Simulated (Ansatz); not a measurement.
Cost and result for the atomization energy of CH$_{8}$Si$_{2}$Te (`[SiH3][SiH2]C[TeH]`) (12 atoms, 11 bonds).

Cartesian coordinates in Å:
```
Si 1.540 1.016 0.487
Si 0.389 -0.731 -0.567
C -1.419 -0.274 -0.777
Te -2.289 0.232 1.120
H 0.980 2.319 0.036
H 2.979 0.968 0.104
H 1.449 0.935 1.968
H 0.480 -1.976 0.247
H 0.999 -1.019 -1.900
H -2.014 -1.056 -1.248
H -1.508 0.638 -1.372
H -1.587 -1.051 1.903
```

The species carries charge 0 and has multiplicity 1. Correlated methods include outer-core shells of Te, which these sets cover unevenly. Te: def2 effective core potential. Geometry: relaxed with PBE0-D4/def2-TZVP. It is one conformer, not always the lowest. Program: Ansatz. All runs use 4 threads of an AMD EPYC 7B13 on a shared host. Times are those of one run each, without the atoms' runs, and a repeat can differ threefold. Electronic energies, without spin–orbit coupling; frozen cores. CCSD(T)/CBS adds CCSD(T) − MP2 in def2-TZVPP to the MP2 limit, and its time is that of the two runs behind it. T1 = 0.012. With those shells the extrapolation isn't a true limit. B3LYP takes the VWN-RPA correlation (the form of Gaussian; ORCA's B3LYP/G).

CCSD(T)/CBS is a level of theory with its own doubt, some kJ/mol a heavy atom from the limit and from the frozen cores, so smaller differences don't rank the functionals.

| level | functions | atomization (kcal/mol) | difference from CCSD(T)/CBS | per bond |
| --- | --- | --- | --- | --- |
| PBE0-D4/def2-TZVPP | 277 | 855.1 | -11.0 | -1.0 |
| ωB97X-V/def2-TZVPP | 277 | 867.2 | 1.1 | 0.1 |
| PBE-D4/def2-TZVPP (with forces) | 277 | 859.8 | -6.3 | -0.6 |
| ωB97M-V/def2-TZVPP (with forces) | 277 | 859.0 | -7.1 | -0.6 |
| CCSD(T)/def2-TZVPP | 277 | 841.7 | -24.4 | -2.2 |
| B3LYP-D4/def2-TZVPP (with forces) | 277 | 860.8 | -5.3 | -0.5 |
| CCSD(T)/CBS(def2) | – | 866.1 | 0.0 | 0.0 |
| B2PLYP/def2-TZVPP | 277 | 846.4 | -19.7 | -1.8 |
| r2SCAN-D4/def2-TZVPP (with forces) | 277 | 859.7 | -6.4 | -0.6 |
| MP2/def2-QZVPP | 519 | 850.6 | -15.5 | -1.4 |

Question: Order the runs by time, with rough figures. (An estimate is asked.)

Answer: Computed: PBE-D4/def2-TZVPP (with forces) 2.9 s; PBE0-D4/def2-TZVPP 3.9 s; r2SCAN-D4/def2-TZVPP (with forces) 4.9 s; B3LYP-D4/def2-TZVPP (with forces) 6 s; B2PLYP/def2-TZVPP 7.5 s; ωB97X-V/def2-TZVPP 9 s; ωB97M-V/def2-TZVPP (with forces) 13 s; MP2/def2-QZVPP 26 s; CCSD(T)/def2-TZVPP 3.8 min; CCSD(T)/CBS(def2) 4.2 min.

The D4 term adds +13.0 kcal/mol with B3LYP and +6.9 kcal/mol with PBE0; it sums over pairs of atoms, weighted by their polarisabilities, and B3LYP, whose exchange is more repulsive, gets the larger term. From PBE to PBE0 (25 % exact exchange), in def2-TZVPP and without D4, the atomization energy moves by −3.7 kcal/mol: exact exchange takes away binding that semilocal exchange gives to molecules. In def2-TZVPP, CCSD(T) changes the Hartree–Fock value by +204.4 kcal/mol (the triples alone add +10.4 kcal/mol) and MP2 by +198.9 kcal/mol; breaking electron pairs costs correlation energy, which Hartree–Fock lacks.

Spin–orbit coupling would lower the free Te atoms strongly, and the atomization energy with them, by more than many differences here.
